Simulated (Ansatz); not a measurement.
System: methyltin triiodide, CH$_{3}$I$_{3}$Sn (charge 0, singlet). 
Geometry from a B3LYP-D3(BJ)/def2-TZVP (Ansatz, an electronic-structure program) optimisation:
```xyz
8

C     -2.7035    -0.4243     0.1207
Sn    -0.5827    -0.0914     0.0260
I      0.5398    -1.7160    -1.8173
I     -0.0654     2.4713    -0.6534
I      0.5532    -0.5941     2.4248
H     -2.8695    -1.4631     0.3960
H     -3.1164     0.2458     0.8710
H     -3.1219    -0.2121    -0.8603
```

Property: vertical ionisation energy (to the doublet state of charge +1; each state is the SCF solution reached for its spin; the molecule has degenerate orbitals, so one determinant may break the symmetry), in eV. Correlated levels leave the core frozen unless marked. UHF or UKS for open shells. Spin-orbit coupling is left out. Frozen are the shells of the preceding noble gas and the d and f shells that filled before the atom's block. Past Kr the def2 sets carry scalar-relativistic core potentials. Basis-set limits of correlation are two-point, X^-3; Hartree-Fock from the larger set.

```
level                                 program  vertical ionisation energy (eV)  minus last row
------------------------------------  -------  -------------------------------  --------------
HF/def2-TZVPPD                         Ansatz                             8.91           -0.92
PBE0/def2-TZVPD                        Ansatz                             9.23           -0.60
wB97X-V/def2-TZVPD                     Ansatz                             9.74           -0.09
B2PLYP/def2-TZVPD                      Ansatz                             9.38           -0.45
MP2/CBS(def2-TZVPPD,def2-QZVPPD)       Ansatz                             9.95            0.12
RI-MP2/CBS(def2-TZVPPD,def2-QZVPPD)    Ansatz                             9.95            0.12
CCSD/def2-SVPD                         Ansatz                             9.49           -0.34
CCSD(T)/def2-SVPD                      Ansatz                             9.45           -0.38
CCSD(T)/def2-TZVPPD                    Ansatz                             9.57           -0.26
CCSD(T)/CBS(def2-TZVPPD,def2-QZVPPD)   Ansatz                             9.83            0.00
```
